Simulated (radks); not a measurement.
Kinetic energies: the exact non-interacting value of the Kohn-Sham orbitals and orbital-free approximations, in hartree. Species: P [Ne] 3s2 3p3; Ar3+ [Ne] 3s2 3p3; N [He] 2s2 2p3; Mg [Ne] 3s2; Te4+ [Kr] 4d10 5s2. All-electron calculation, non-relativistic Kohn-Sham, exchange-only B88, spin-polarised, spherical densities, point nucleus. Program: a radial shooting solver on a logarithmic mesh with Libxc functionals. Every spin shell is full or empty, so the densities are truly spherical. Functionals are evaluated on that one density, not self-consistently.

| functional | P | Ar3+ | N | Mg | Te4+ |
|---|---|---|---|---|---|
| exact | 340.711 | 523.851 | 54.4009 | 199.632 | 6608.54 |
| Thomas-Fermi | 315.57 | 486.63 | 49.404 | 183.78 | 6262.5 |
| von Weizsacker | 210.90 | 309.16 | 44.047 | 132.23 | 2713.4 |
| TF + vW/9 | 339.00 | 520.98 | 54.298 | 198.47 | 6563.9 |
| APBEK | 341.78 | 525.31 | 54.500 | 200.02 | 6616.4 |
| Perdew 92 | 339.05 | 521.05 | 54.308 | 198.50 | 6564.5 |
| Thakkar | 340.68 | 523.37 | 54.504 | 199.53 | 6569.8 |
| Pearson | 335.26 | 516.15 | 52.666 | 195.62 | 6548.4 |
| DePristo-Kress | 340.93 | 524.22 | 53.995 | 199.37 | 6601.9 |
| Ernzerhof | 341.21 | 524.10 | 55.081 | 199.98 | 6582.0 |
